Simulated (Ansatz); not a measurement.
Consider the ligand exchange at the Si–O bond: `C=NCO[SiH3]` + `N[SiH](O)F` → `O[SiH](F)N[SiH3]` + `C=NCO`.

Program: Ansatz. Geometries: PBE0-D4/def2-TZVP. ΔE: electronic, gas phase. CBS: MP2 limit from def2 TZ/QZ plus the TZ coupled-cluster correction, frozen cores. This one scheme is used for every species. Functionals use def2-TZVPP. B3LYP here is the variant with VWN-RPA as its local correlation; programs differ in this. Each species was taken in one conformer, which may not be the lowest.

`C=NCO[SiH3]`:

```xyz
12

C     1.364    1.796    0.605
N     0.482    1.842   -0.292
C    -0.302    0.687   -0.574
O     0.007   -0.435    0.219
Si   -0.729   -1.897    0.059
H     1.572    0.903    1.199
H     1.949    2.693    0.800
H    -0.159    0.451   -1.637
H    -1.354    0.970   -0.435
H    -0.537   -2.435   -1.316
H    -2.192   -1.782    0.314
H    -0.100   -2.791    1.058
```

`N[SiH](O)F`:

Cartesian coordinates in Å:
```
N 0.152 0.434 -1.093
Si -0.020 -0.502 0.315
O 0.078 0.435 1.644
F -1.449 -1.194 0.157
H -0.264 0.136 -1.960
H 0.961 1.013 -1.246
H 0.954 -1.582 0.552
H -0.413 1.259 1.632
```

`O[SiH](F)N[SiH3]`:

Z-matrix (Å, degrees):
```
Si
F 1 1.597
N 1 1.705 2 103.7
O 1 1.628 2 111.6 3 122.1
H 1 1.472 2 108.1 3 -123.2
Si 3 1.737 1 128.4 2 -10.9
H 3 1.010 1 116.4 2 172.6
H 4 0.959 1 118.2 2 -67.5
H 6 1.486 3 112.2 1 73.5
H 6 1.484 3 111.0 1 -47.7
H 6 1.486 3 106.9 1 -167.4
```

`C=NCO`:

Z-matrix (Å, degrees):
```
C
N 1 1.442
O 1 1.397 2 110.5
H 1 1.098 2 112.9 3 -119.2
H 1 1.100 2 106.8 3 121.4
C 2 1.257 1 118.2 3 131.3
H 3 0.963 1 107.1 2 46.7
H 6 1.090 2 119.4 1 179.1
H 6 1.098 2 123.3 1 -0.9
```

```
             level  ΔE (kJ/mol)  difference from CCSD(T)/CBS
            PBE-D4         35.5                         -1.4
         r2SCAN-D4         40.2                          3.3
           PBE0-D4         35.6                         -1.3
          B3LYP-D4         40.0                          3.1
           ωB97X-V         38.0                          1.1
           ωB97M-V         37.4                          0.5
            B2PLYP         40.5                          3.6
               PBE         36.3                         -0.6
            r2SCAN         40.3                          3.4
              PBE0         36.2                         -0.7
             B3LYP         41.3                          4.4
     HF/def2-TZVPP         41.9                          5.0
    MP2/def2-TZVPP         37.6                          0.7
SCS-MP2/def2-TZVPP         37.8                          0.9
   CCSD/def2-TZVPP         37.0                          0.1
CCSD(T)/def2-TZVPP         36.3                         -0.6
     HF/def2-QZVPP         42.3                          5.4
    MP2/def2-QZVPP         38.0                          1.1
SCS-MP2/def2-QZVPP         38.1                          1.2
      HF/CBS(def2)         42.4                          5.5
     MP2/CBS(def2)         38.2                          1.3
    CCSD/CBS(def2)         37.6                          0.7
       CCSD(T)/CBS         36.9                            0
```

Largest T1 diagnostic among the species: 0.012.

In def2-TZVPP, CCSD(T) changes the Hartree–Fock value by −5.6 kJ/mol (the triples alone add −0.7 kJ/mol) and MP2 by −4.3 kJ/mol.
